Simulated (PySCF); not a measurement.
## The halides of carbon, CF₄ to CBr₄

Level: B3LYP in the def2-TZVP basis family, all electrons, no relativity, computed in PySCF with density fitting; open shells unrestricted.

Each entry is the lowest minimum that a search over a few typed start shapes (and spin states, where more than one is plausible) found, or that minimum re-optimised at the stated level; isomers with ligand–ligand bonds, or fragments after loss of a ligand pair, can lie lower.

```json
{"molecule": "CF₄", "2S+1": "1", "point group": "Td", "mean bond to C (Å)": "1.326", "lowest ω (cm⁻¹)": "428", "atomisation (kJ/mol)": "1961", "polar-tensor charge of C": "2.07"}
{"molecule": "CCl₄", "2S+1": "?", "point group": "?", "mean bond to C (Å)": "?", "lowest ω (cm⁻¹)": "?", "atomisation (kJ/mol)": "?", "polar-tensor charge of C": "?"}
{"molecule": "CBr₄", "2S+1": "1", "point group": "Td", "mean bond to C (Å)": "1.956", "lowest ω (cm⁻¹)": "123", "atomisation (kJ/mol)": "1031", "polar-tensor charge of C": "1.10"}
```

Q: Fill in the row of CCl₄.

A: 2S+1: 1; point group: Td; mean bond to C (Å): 1.781; lowest ω (cm⁻¹): 215; atomisation (kJ/mol): 1242; polar-tensor charge of C: 1.34.

The bond lengthens at every step; the largest change, 0.455 Å, falls between CF₄ and CCl₄ among the members listed.

Left out of the table are members whose search was unfinished or whose lowest solution was spin-contaminated, unstable, very soft or bonded differently.
